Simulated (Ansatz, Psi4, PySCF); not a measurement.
CH3, doublet, at a GFN2-xTB geometry. Base run: B3LYP5/6-31G** (PySCF).

Input for PySCF:
```python
from pyscf import gto, scf, dft

mol = gto.Mole()
mol.atom = '''
    C     0.000000   -0.000000    0.000000
    H    -0.028276    1.067041   -0.007283
    H     0.938235   -0.509006    0.007484
    H    -0.909960   -0.558035   -0.000202
'''
mol.basis = '6-31g**'
mol.charge = 0
mol.spin = 1
mol.verbose = 4
mol.build()

mf = dft.UKS(mol)
mf.xc = 'b3lyp5'
mf.kernel()
```

The same geometry, method and basis name were run in Ansatz (a program for electronic structure) and Psi4 and PySCF, at each program's defaults and at the settings that a row names. The base is PySCF at its defaults. Differences at the defaults can come from grids, fitting, cores and function types together.

```json
[
 {"code and settings": "PySCF, defaults (exact integrals, its default grid, spherical functions)", "ΔE vs base (µEh)": "0.0", "basis functions": "29", "E (Eh)": "-39.80929", "SCF cycles": "7"},
 {"code and settings": "Psi4, defaults (density fitting with its default set, its default grid, Cartesian functions)", "ΔE vs base (µEh)": "-870", "basis functions": "30", "E (Eh)": "-39.81016", "SCF cycles": "7"},
 {"code and settings": "Ansatz, defaults (factorised integrals, its default grid, Cartesian functions)", "ΔE vs base (µEh)": "-859", "basis functions": "30", "E (Eh)": "-39.81015", "SCF cycles": "-"},
 {"code and settings": "PySCF, density fitting with def2-universal-jkfit", "ΔE vs base (µEh)": "-26.2", "basis functions": "29", "E (Eh)": "-39.80931", "SCF cycles": "7"},
 {"code and settings": "PySCF, fine grid", "ΔE vs base (µEh)": "0.0", "basis functions": "29", "E (Eh)": "-39.80929", "SCF cycles": "7"},
 {"code and settings": "Psi4, exact integrals, spherical functions, fine grid", "ΔE vs base (µEh)": "0.0", "basis functions": "29", "E (Eh)": "-39.80929", "SCF cycles": "8"},
 {"code and settings": "Ansatz, high accuracy, Cartesian functions as the basis file defines them", "ΔE vs base (µEh)": "-859", "basis functions": "30", "E (Eh)": "-39.81015", "SCF cycles": "-"}
]
```

Open shells are given as the SCF converged; they aren't shown to be the lowest states, and a large step between rows can be another state.
